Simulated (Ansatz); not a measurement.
This geometry of Cl2H2Sn + H2O (8 atoms, charge 0, multiplicity 1) is a first-order saddle point.

Computed with RKS PBE-D4/def2-SVP in Ansatz 0.2.0.

```xyz
8
Properties=species:S:1:pos:R:3
Sn 0.119 -0.283 -0.154
H 0.778 0.276 1.761
Cl 2.024 0.346 -1.378
H -1.104 0.931 -0.047
Cl -0.998 -1.951 -1.452
O 0.817 -1.820 1.206
H 0.232 -2.585 1.400
H 0.827 -0.763 1.849
```

Which two structures does it join? (They come from a converged band through this point; their orientation in space is the band's.)

Bonds broken: Sn1–H2, O6–H8. Bonds formed: Sn1–O6, H2–H8. Cl2H2Sn + H2O becomes Cl2H2OSn + H2.

Image 0:

```xyz
8
Properties=species:S:1:pos:R:3
Sn -0.091 0.179 0.179
H 0.001 0.733 1.802
Cl 2.032 -0.159 -0.912
H -0.792 1.314 -0.927
Cl -1.583 -1.681 -0.173
O 1.012 -1.843 1.397
H 1.759 -1.900 0.762
H 0.359 -2.493 1.057
```

Image 10:

```xyz
8
Properties=species:S:1:pos:R:3
Sn -0.210 -0.492 -0.763
H 1.560 -0.222 3.544
Cl 1.891 0.001 -1.717
H -1.163 0.908 -0.496
Cl -1.256 -2.021 -2.224
O 0.071 -1.379 1.002
H 0.639 -2.169 0.907
H 1.163 -0.475 2.933
```

How far does it lie above each of them?

143.6 kJ/mol above the first and 108.7 kJ/mol above the second. This is the barrier of this one path; another mechanism may lie lower. The orbitals stay closed-shell, which can raise the energy where a bond breaks towards radicals; this wasn't checked here.

Time of the run: 7.2 min on 2 threads of AMD EPYC 7R43 64-Core Processor (Zen 3), with other jobs on the host, peak memory 0.15 GiB.
